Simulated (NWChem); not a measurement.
**Correlation energy of Br**

```xyz
1

Br     0.0000     0.0000     0.0000
```
Charge 0, spin multiplicity 2.

Everything below was run with NWChem.

Basis set: def2-SVP. Each correlation energy counts from its own Hartree-Fock reference.

The Hamiltonian is non-relativistic. The correlated methods keep 9 core orbitals frozen. No SCF solution was tested for a lower state. Open-shell Hartree-Fock references start from PBE0 orbitals. Coupled-cluster values serve here as a point of comparison, not as the truth.

Problem. Order these methods by the correlation energy they give, lowest first: CCSDT on ROHF, CCSD on ROHF, SCS-UMP2, CCSD on UHF, UMP2.

Solution. CCSDT on ROHF (-219.9 mHa), CCSD on ROHF (-216.7 mHa), CCSD on UHF (-213.2 mHa), UMP2 (-206.6 mHa), SCS-UMP2 (-191.0 mHa)
